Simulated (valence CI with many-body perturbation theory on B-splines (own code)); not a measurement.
**Tl49+: key properties**

Method: relativistic CI+MBPT: four valence electrons over a frozen Dirac-Fock core [Ar] 3d10, a basis of 9 s, 9 p, 8 d, 6 f, 3 g, 1 h functions for each j, with the one-electron correlation potential Σ1, the two-electron term Σ2, the three-electron term Σ3, Breit, model QED; selected CI, second order for the rest, scaled by the run's own slope (own B-spline code, finite nucleus).

No measured spectrum was set against this ion. As an estimate, large intervals hold to a few tenths of a per cent, small ones and those within an open d or f shell to about a per cent.

Levels are named by their leading jj configuration (3d3/2^4 stands for four electrons in 3d with j = 3/2), which in mixed levels can hold well under half, so a name can repeat and another be missing.

Rates and lifetimes use the calculated energies. Strong lines usually hold to 10 to 20 %, long lifetimes can be off by a factor of two.

Q: What is the ground level?

A: (4s^2 4p1/2^2) J=0, composition 69 % 4s²4p² ³P + 30 % 4s²4p² ¹S.

Q: Where does the other parity begin?

A: At (4s 4p1/2^2 4p3/2) J=2, 265.82 eV.

Q: Name the longest-lived excited levels whose lifetime is computed, and their main decay.

A: (4s^2 4p1/2 4p3/2) J=2 at 156.03 eV lives 978 ns, mostly by E2 to (4s^2 4p1/2^2) J=0; (4s^2 4p1/2 4p3/2) J=1 at 151.15 eV lives 45.7 ns, mostly by M1 to (4s^2 4p1/2^2) J=0; (4s^2 4p3/2 4d5/2) J=4 at 519.98 eV lives 44.2 ns, mostly by M1 to (4s^2 4p1/2 4d5/2) J=3.

Q: Among levels below 585.78 eV, which E1 lines absorb most strongly from the ground level?

A: to (4s^2 4p1/2 4d3/2) J=1 at 3.538 nm, f = 1.71; to (4s 4p1/2^2 4p3/2) J=1 at 4.389 nm, f = 0.593; to (4s 4p1/2 4p3/2^2) J=1 at 2.830 nm, f = 0.00252.

Q: What is the ionisation energy?

A: 2856.3 eV; NIST lists 2854 ± 4 eV (theoretical).

Q: What are the static dipole polarisabilities of the lowest levels?

A: (4s^2 4p1/2^2) J=0 0.0177 bohr³, of which the core gives 0.00132.

Q: How well does LS coupling describe the low levels?

A: Among the lowest 20 levels the leading LS term, summed over configurations, holds 59 % on average. For single configurations the figures are 58 % in LS and 96 % in jj coupling. Terms mix most in the J = 2 level at 449.33 eV, where the leading one holds 30 %.
